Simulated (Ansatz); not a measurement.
`Clc1ccc[se]1` + H₂ → `c1cc[se]c1` + HCl  (hydrogenolysis of a C–Cl bond)

Program: Ansatz. Geometries: PBE0-D4/def2-TZVP. ΔE: electronic, gas phase. CCSD(T)/CBS adds triple-zeta CCSD(T) − MP2 to the extrapolated MP2 energy (def2 sets, frozen cores). This one scheme is used for every species. Functionals use def2-TZVPP. For Se outer-core shells are correlated without core-valence functions, which leaves a few kJ/mol of doubt a bond. Scalar relativity is left out up to krypton.

`Clc1ccc[se]1`:

Z-matrix (Å, degrees):
```
C
C 1 1.357
Se 1 1.862 2 112.1
Cl 1 1.704 2 126.4 3 180.0
C 2 1.422 1 114.0 3 0.0
H 2 1.082 1 122.3 3 180.0
C 3 1.854 1 86.9 2 -0.0
H 5 1.083 2 122.3 1 180.0
H 7 1.079 3 120.6 1 180.0
```

H₂:

Z-matrix (Å, degrees):
```
H
H 1 0.746
```

`c1cc[se]c1`:

Z-matrix (Å, degrees):
```
C
C 1 1.357
C 1 1.423 2 114.8
H 1 1.083 2 122.4 3 -180.0
Se 2 1.851 1 111.4 3 -0.0
H 2 1.079 1 127.7 3 180.0
C 3 1.357 1 114.8 2 0.0
H 3 1.083 1 122.8 2 -180.0
H 7 1.079 3 127.7 1 180.0
```

HCl:

```xyz
2

Cl   -0.042   -0.173    0.614
H     0.042    0.173   -0.614
```

(1) Is it downhill or uphill in electronic energy at CCSD(T)/CBS, and by how much? (An estimate is asked.)

(2) What do these levels give: PBE-D4, PBE0-D4, r2SCAN0-D4, r2SCANh, MP2/def2-SVP, CCSD/CBS(def2)? (Best estimate.)

(3) What do rigid-rotor, harmonic-oscillator terms from PBE0-D4/def2-TZVP frequencies (298.15 K, 1 bar) make of the CCSD(T)/CBS value? (Best estimate.)

Largest T1 diagnostic among the species: 0.012.

Results:

(1) Ansatz gave: Downhill: ΔE = -21.7 kcal/mol.

(2) Computed: PBE-D4 -18.6, PBE0-D4 -20.7, r2SCAN0-D4 -21.6, r2SCANh -21.1, MP2/def2-SVP -21.5, CCSD/CBS(def2) -23.3 kcal/mol.

(3) Ansatz gave: ΔZPE = +3.7 kcal/mol, ΔH = -18.7 kcal/mol, ΔS = 20 J/(mol·K), ΔG = -20.1 kcal/mol.

The D4 term adds +2.3 kcal/mol with B3LYP and +1.2 kcal/mol with PBE0; it sums over pairs of atoms, weighted by their polarisabilities, and B3LYP, whose exchange is more repulsive, gets the larger term. In def2-TZVPP, CCSD(T) changes the Hartree–Fock value by +5.5 kcal/mol (the triples alone add +1.6 kcal/mol) and MP2 by +7.6 kcal/mol. From PBE to PBE0 (25 % exact exchange), in def2-TZVPP and without D4, ΔE moves by −2.0 kcal/mol.

B3LYP here is the variant with VWN-RPA as its local correlation; programs differ in this.
